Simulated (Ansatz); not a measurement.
Reaction (ligand exchange at the Si–C bond): `[F][AlH][CH](F)[SiH3]` + `[OH][Ga]([OH])[OH]` → `[OH][Ga]([OH])[O][SiH3]` + `F[CH2][AlH][F]`

Program: Ansatz. Geometries: PBE0-D4/def2-TZVP. ΔE: electronic, gas phase. CBS: MP2 limit from def2 TZ/QZ plus the TZ coupled-cluster correction, frozen cores. Functionals use def2-TZVPP. For Ga outer-core shells are correlated without core-valence functions, which leaves a few kJ/mol of doubt a bond. Scalar relativity is left out up to krypton. One conformer a species, not always the lowest.

| level | ΔE (kcal/mol) |
| --- | --- |
| ωB97X-V | -24.2 |
| ωB97M-V | -23.8 |
| PBE | -20.4 |
| SCS-MP2/def2-QZVPP | -26.6 |

Task: What does CCSD(T)/CBS give? (Estimate.)

Result: Ansatz gave: -24.5 kcal/mol. The listed levels differ from it by 0.3, 0.7, 4.1, -2.1 kcal/mol.

Largest T1 diagnostic among the species: 0.014.

From PBE to PBE0 (25 % exact exchange), in def2-TZVPP and without D4, ΔE moves by −2.2 kcal/mol. In def2-TZVPP, CCSD(T) changes the Hartree–Fock value by +6.3 kcal/mol (the triples alone add +1.0 kcal/mol) and MP2 by +5.7 kcal/mol.
